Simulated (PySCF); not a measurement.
SMILES O=C[C@@]1(CF)C=C(F)C1, C6H6F2O

Geometry:
```json
{"atom": "O1", "x (Å)": "-0.925", "y (Å)": "-1.790", "z (Å)": "1.543"}
{"atom": "C2", "x (Å)": "-1.086", "y (Å)": "-0.677", "z (Å)": "1.134"}
{"atom": "C3", "x (Å)": "-0.245", "y (Å)": "-0.017", "z (Å)": "0.068"}
{"atom": "C4", "x (Å)": "-1.105", "y (Å)": "0.704", "z (Å)": "-0.967"}
{"atom": "F5", "x (Å)": "-1.914", "y (Å)": "1.629", "z (Å)": "-0.362"}
{"atom": "C6", "x (Å)": "0.858", "y (Å)": "0.830", "z (Å)": "0.700"}
{"atom": "C7", "x (Å)": "1.805", "y (Å)": "0.053", "z (Å)": "0.191"}
{"atom": "F8", "x (Å)": "3.133", "y (Å)": "0.065", "z (Å)": "0.242"}
{"atom": "C9", "x (Å)": "0.896", "y (Å)": "-0.902", "z (Å)": "-0.517"}
{"atom": "H10", "x (Å)": "-1.867", "y (Å)": "-0.010", "z (Å)": "1.541"}
{"atom": "H11", "x (Å)": "-0.479", "y (Å)": "1.248", "z (Å)": "-1.682"}
{"atom": "H12", "x (Å)": "-1.760", "y (Å)": "0.001", "z (Å)": "-1.494"}
{"atom": "H13", "x (Å)": "0.817", "y (Å)": "1.704", "z (Å)": "1.318"}
{"atom": "H14", "x (Å)": "0.900", "y (Å)": "-1.922", "z (Å)": "-0.135"}
{"atom": "H15", "x (Å)": "0.969", "y (Å)": "-0.909", "z (Å)": "-1.602"}
```

Level of theory: GIAO PBE0/3-21G magnetisability, rotational g tensor and spin-rotation constants, non-relativistic, gas phase (PySCF 2.14.0). Geometry: GFN2-xTB.

What are the magnetisability and the molar susceptibility?

Isotropic -1037 × 10⁻³⁰ J/T², or -62.4 × 10⁻⁶ cm³/mol; principal values -1157, -1071, -882 × 10⁻³⁰ J/T², anisotropy 244 × 10⁻³⁰ J/T² (root of half the summed squared differences of the principal values). The susceptibility is in cgs units.

Split it along the inertial axes a, b, c into diamagnetic and paramagnetic parts about the centre of mass, with the quadrupole moment.


```
axis  χ (10⁻⁶ cm³/mol)  diamagnetic (10⁻⁶ cm³/mol)  paramagnetic (10⁻⁶ cm³/mol)  summed x² of all electrons (Å²)  quadrupole Θ (D Å)
   a             -65.2                      -597.0                        531.8                            193.7               -3.91
   b             -53.8                      -989.0                        935.2                            101.3               -6.85
   c             -68.3                     -1251.7                       1183.4                             39.4              +10.76
```
Anisotropies 2χaa − χbb − χcc = -8.2 and 2χbb − χaa − χcc = +25.8 × 10⁻⁶ cm³/mol. Θ is traceless in Buckingham's convention.

And the rotational g tensor?


```tsv
axis	rotational constant (GHz)	g	nuclear part	electronic part
a	2.3052	-0.0285	0.5475	-0.5759
b	1.2196	-0.0205	0.5153	-0.5358
c	0.9347	-0.0140	0.5057	-0.5196
```
Asymmetric top; isotopes 12C, 19F, 1H, 16O; no vibrational averaging.
